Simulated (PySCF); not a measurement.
Computed shifts of a molecule C₂H₄F₂Si₂, B3LYP/pcSseg-1 (PySCF), GIAO, gas phase, equivalent atoms averaged, in ppm (number of nuclei): ²⁹Si: -52.1 (1), -95.7 (1). ¹³C: 116.8 (1), 115.1 (1). ¹⁹F: -154.2 (2). ¹H: 5.13 (1), 4.59 (3). References: ²⁹Si against TMS (σ = 338.7 ppm); ¹³C against TMS (σ = 181.3 ppm); ¹⁹F against CFCl3 (σ = 161.7 ppm); ¹H against TMS (σ = 31.68 ppm), references at their B3LYP-D3(BJ)/def2-TZVP geometries, non-relativistic. Geometry: PBE-D3(BJ)/def2-SVP. The values are those of a single conformer.

Task: Pick the molecule that these values belong to.
A. C#C[SiH2][SiH](F)F
B. F[SiH](F)C#C[SiH3]
C. F[Si@H]1C=C[Si@@H]1F
D. FC1=C[SiH2][Si@H]1F

Result: B, F[SiH](F)C#C[SiH3]
